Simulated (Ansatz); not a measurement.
`[CH3][GeH]([OH])[SeH]` + H₂ → `[CH3][GeH2][SeH]` + H₂O  (hydrogenolysis of a Ge–O bond)

Gas-phase electronic energies from Ansatz, PBE0-D4/def2-TZVP geometries. CCSD(T)/CBS is the MP2 limit (def2-TZVPP, def2-QZVPP) plus CCSD(T) − MP2 in def2-TZVPP, frozen cores. This one scheme is used for every species. DFT in def2-TZVPP. For Ge, Se outer-core shells are correlated without core-valence functions, which leaves a few kJ/mol of doubt a bond. Scalar relativity is left out up to krypton. Each species was taken in one conformer, which may not be the lowest.

```tsv
species	r2SCAN-D4 energy (Eh)
`[CH3][GeH]([OH])[SeH]`	-4595.53294
H₂	-1.17130
`[CH3][GeH2][SeH]`	-4520.27117
H₂O	-76.42324
```

**Question.** Work out ΔE.

**Answer.** ΔE = (-4520.27117) + (-76.42324) − (-4595.53294) − (-1.17130) = 0.00983 Eh = +6.2 kcal/mol. CCSD(T)/CBS gives +4.4 kcal/mol.

Largest T1 diagnostic among the species: 0.010.

From PBE to PBE0 (25 % exact exchange), in def2-TZVPP and without D4, ΔE moves by −1.2 kcal/mol. The D4 term adds +1.4 kcal/mol with B3LYP and +0.8 kcal/mol with PBE0; it sums over pairs of atoms, weighted by their polarisabilities, and B3LYP, whose exchange is more repulsive, gets the larger term. In def2-TZVPP, CCSD(T) changes the Hartree–Fock value by +2.5 kcal/mol (the triples alone add +1.0 kcal/mol) and MP2 by +3.9 kcal/mol.

B3LYP here is the variant with VWN-RPA as its local correlation; programs differ in this.
